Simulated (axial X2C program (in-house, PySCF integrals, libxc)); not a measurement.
**Ionising AgB**

Calculated with an in-house relativistic program for diatomic molecules, spin-free (one-electron X2C) or two-component (2c: spin–orbit coupling with atomic mean-field Coulomb and Gaunt terms, which also bring small scalar terms), in Dyall basis sets with cores contracted in-house; open shells are unrestricted.

Basis sets: Ag dyall-cv3z, B dyall-v3z. Frozen shells (counts by l): AgB Ag 4s3p1d, B 1s, 14 electrons correlated; AgB⁺ Ag 4s3p1d, B 1s, 13 electrons correlated. Where the outer core of a metal is frozen, bonds come out longer and ionisation energies lower.

```json
{"Hamiltonian": "spin-free", "level": "HF", "AgB state": "M_S = 0, Λ = 0", "Re (Å)": "2.305", "ωe (cm⁻¹)": "362.2", "De (eV)": "0.07"}
{"Hamiltonian": "spin-free", "level": "PBE0", "AgB state": "M_S = 0, Λ = 0", "Re (Å)": "2.086", "ωe (cm⁻¹)": "449.4", "De (eV)": "1.81"}
{"Hamiltonian": "spin-free", "level": "MP2", "AgB state": "M_S = 0, Λ = 0", "Re (Å)": "2.008", "ωe (cm⁻¹)": "474.4", "De (eV)": "1.82"}
{"Hamiltonian": "2c", "level": "HF", "AgB state": "Ω = 0", "Re (Å)": "2.305", "ωe (cm⁻¹)": "362.1", "De (eV)": "0.04"}
{"Hamiltonian": "2c", "level": "PBE0", "AgB state": "Ω = 0", "Re (Å)": "2.086", "ωe (cm⁻¹)": "449.3", "De (eV)": "1.81"}
{"Hamiltonian": "2c", "level": "MP2", "AgB state": "Ω = 0", "Re (Å)": "2.008", "ωe (cm⁻¹)": "473.7", "De (eV)": "1.82"}
```

Adiabatic ionisation energy (minimum to minimum, no zero-point term) and constants of AgB⁺:

```json
{"Hamiltonian": "spin-free", "level": "HF", "AgB⁺ state": "M_S = 1/2, Λ = 0", "IE (eV)": "5.37", "Re (Å)": "2.428", "ωe (cm⁻¹)": "263.1", "De (eV)": "1.05", "fragments": "Ag+ + B"}
{"Hamiltonian": "spin-free", "level": "PBE0", "AgB⁺ state": "M_S = 1/2, Λ = 0", "IE (eV)": "7.35", "Re (Å)": "2.104", "ωe (cm⁻¹)": "408.3", "De (eV)": "2.08", "fragments": "Ag+ + B"}
{"Hamiltonian": "spin-free", "level": "MP2", "AgB⁺ state": "M_S = 1/2, Λ = 0", "IE (eV)": "7.44", "Re (Å)": "2.095", "ωe (cm⁻¹)": "401.8", "De (eV)": "1.88", "fragments": "Ag+ + B"}
{"Hamiltonian": "2c", "level": "HF", "AgB⁺ state": "Ω = 1/2", "IE (eV)": "5.37", "Re (Å)": "2.429", "ωe (cm⁻¹)": "262.9", "De (eV)": "1.05", "fragments": "Ag+ + B"}
{"Hamiltonian": "2c", "level": "PBE0", "AgB⁺ state": "Ω = 1/2", "IE (eV)": "7.35", "Re (Å)": "2.103", "ωe (cm⁻¹)": "408.3", "De (eV)": "2.08", "fragments": "Ag+ + B"}
{"Hamiltonian": "2c", "level": "MP2", "AgB⁺ state": "Ω = 1/2", "IE (eV)": "7.43", "Re (Å)": "2.095", "ωe (cm⁻¹)": "401.2", "De (eV)": "1.88", "fragments": "Ag+ + B"}
```

Add the zero-point terms to the ionisation energy at MP2, 2c, and say whether the electron removed was bonding.

IE0 = IE + (ωe⁺ − ωe)/2 = 7.43 + (-0.004) = 7.43 eV. Re changes by 0.087 Å, so the bond lengthens, as on loss of a bonding electron.

Close the cycle De(AgB⁺) + IE(AgB) = De(AgB) + IE(Ag) to find the atomic ionisation energy at MP2, 2c.

IE(Ag) = 1.88 + 7.43 − 1.82 = 7.49 eV, for the determinants used.

Each entry is the lowest single determinant of a limited PBE0 search at one distance. De goes to single-determinant-based atoms at the same level (for ions the charge split of lowest energy) and is withheld (n/a) where an atom does not fit its ground term or J level. Main or longest-lived isotopes. Some light 2c atoms are not at their ground J level, so De misses part of their lowering (0.04 eV or less). The functionals have no current term, which raises determinants with orbital currents.
